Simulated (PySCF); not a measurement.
A calculated (LDA, PySCF 2.14, aug-cc-pVDZ, no relativity, point nucleus) atom or ion has these occupied shells.

```
shell  electrons  orbital energy (eV)  rms radius, mean of both spins (bohr)
 1s α          1              -420.99                                  0.267
 1s β          1              -420.15                                  0.267
 2s α          1              -49.664                                   1.29
 2s β          1              -47.670                                   1.29
 2p α          1              -38.592                                   1.26
```

Question: Name the element and its charge.

Answer: N²⁺ (nitrogen, charge +2), in [He] 2s2 2p1, 2P determinant.
